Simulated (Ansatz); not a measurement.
A nudged elastic band was laid between two geometries of CH$_{7}$N$_{3}$Si (12 atoms, charge 0, multiplicity 1).

All numbers below come from RKS B3LYP-D4/def2-SVP in Ansatz 0.2.0.

| Quantity | Value |
| --- | --- |
| movable images | 3 |
| climbing image | no |
| spring | 5.0 eV/Å² |
| optimiser | quadratic models (default) |
| start path | through a guess of the saddle point |
| force threshold | 0.05 eV/Å |
| iteration limit | 60 |
| end points | relaxed |

Image 0:

```xyz
12
Properties=species:S:1:pos:R:3
N -1.532 -0.647 0.819
C -0.281 -0.767 0.556
N 0.390 -1.922 0.878
Si 0.705 0.624 -0.311
N -0.477 1.610 -1.109
H -1.869 0.258 0.477
H 1.400 -1.956 0.864
H -0.090 -2.591 1.473
H 1.756 -0.004 -1.178
H 1.399 1.499 0.678
H -1.013 1.236 -1.886
H -0.311 2.604 -1.228
```

Image 4:

```xyz
12
Properties=species:S:1:pos:R:3
N -1.513 -0.620 0.887
C -0.262 -0.730 0.620
N 0.457 -1.818 1.065
Si 0.712 0.640 -0.290
N -0.476 1.584 -1.130
H -1.864 0.275 0.534
H -0.091 -2.581 1.455
H 1.286 -2.093 0.551
H 1.760 -0.022 -1.138
H 1.405 1.560 0.656
H -1.017 1.175 -1.886
H -0.319 2.573 -1.292
```

Task: Which bonds break or form, and what moves?

Result: No bond is made or broken. The dihedral N1–C2–N3–H7 goes from -167 to 11°.

Task: Give the energies along the band, and the barrier.

Result: The forces met the threshold. The highest image is number 2 of 0 to 4, 10.8 kcal/mol above the first end and 11.2 kcal/mol above the last; the last end lies 0.4 kcal/mol below the first. No image climbed, so the highest image needn't sit at the top of the path. So few images can step over the top or miss a turn of the path.

```csv
image,path coordinate (Å),energy (kcal/mol),dihedral N1–C2–N3–H7 (°)
0,0.00,0.0,-167
1,1.05,1.7,-132
2,2.11,10.8,-68
3,3.16,4.0,-10
4,4.21,-0.4,11
```

Task: What is the geometry of the highest image?

Result: 
```xyz
12
Properties=species:S:1:pos:R:3
N -1.442 -0.788 0.755
C -0.187 -0.756 0.552
N 0.677 -1.821 1.001
Si 0.710 0.604 -0.436
N -0.504 1.694 -1.047
H -1.870 0.058 0.351
H 0.699 -1.812 2.025
H 0.242 -2.716 0.759
H 1.507 -0.073 -1.503
H 1.619 1.389 0.448
H -1.008 1.470 -1.900
H -0.367 2.696 -0.972
```

Run time: 2.7 min on 2 threads of Arm Neoverse N1, with other jobs on the host, peak memory 0.24 GiB.
